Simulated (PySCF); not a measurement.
Species: C5H9OS (doublet state).
Z-matrix (Å and degrees, GFN2-xTB geometry), rows numbered from 1:
```
C 
C   1  1.3968
S   2  2.0517  1  111.56
C   3  1.7998  2  100.72  1   -46.95
C   2  1.5063  1  118.67  3  -103.73
C   5  1.5048  2  114.42  1  -154.17
O   5  1.2089  2  121.95  1    25.75
H   1  1.0735  2  121.47  3   -94.31
H   1  1.0754  2  119.77  3    80.24
H   2  1.0855  1  116.97  3   111.26
H   4  1.0863  3  109.91  2    76.81
H   4  1.0857  3  106.35  2  -163.69
H   4  1.0893  3  108.92  2   -45.39
H   6  1.0867  5  109.83  2  -170.64
H   6  1.0894  5  108.59  2    70.09
H   6  1.0867  5  110.69  2   -48.88
```

The hyperfine couplings belong to this conformer and change with its torsions.

As a line formula: `[CH2][C@H](SC)C(C)=O` [radical].

Level of theory: UKS B3LYP, pcH-1 on C H O S, non-relativistic, mean-field spin-orbit, GIAO in PySCF 2.14.0. Geometry: GFN2-xTB, one conformer, isolated molecule. Couplings are sensitive to structure, and on GFN2-xTB geometries they can be far from those on DFT ones. No stability test was run, so a lower SCF solution isn't excluded.

(1) Match the computed a_iso(13C) values +69.2, +17.8, -12.3, +2.3 MHz with the sites C1; C2; C5; C6.

Results:

(1) 
```tsv
site	a_iso (MHz)	ρ(0) (bohr⁻³)	position	distance from C1 (Å)	spin population	largest |T| (MHz)
C1	+69.2	+0.0615	largest spin population	0.00	+0.88	134.3
C2	-12.3	-0.0109	1 bond from C1	1.40	-0.14	14.2
C5	+17.8	+0.0158	2 bonds from C1	2.50	+0.01	4.1
C6	+2.3	+0.0020	3 bonds from C1	3.77	0.00	1.0
```

ρ(0) is the spin density at the nucleus and T the dipolar tensor; a_iso includes a spin–orbit part; entries for several nuclei are means. The Mulliken spin populations are largest on C1 (+0.88), S3 (+0.31) and C2 (-0.14). The positive populations add up to 1.23 and the negative ones to -0.23, together 2S = 1. The angles at C1 add up to 359.8°, so it is planar; its axial dipolar tensor and the negative couplings of its protons fit spin in a p orbital normal to that plane.

Nuclei that the bonding pattern makes equivalent are averaged, as if the motion that swaps them (rotation, inversion, ring flip) were fast. H8 and H9 aren't averaged: C1 is flat or nearly so (angle sum 360°), and its turn about the short C1–C2 bond (1.40 Å) is taken as slow. The three 1H nuclei of mean +6.8 MHz run from 1.1 to 15.4 MHz in the frozen geometry.

Hardware: one thread, Arm Neoverse V1 (aarch64), on a shared host. Cost: 82 s of wall time (with the writing of density and orbital grids), 1.1 GiB resident at most.
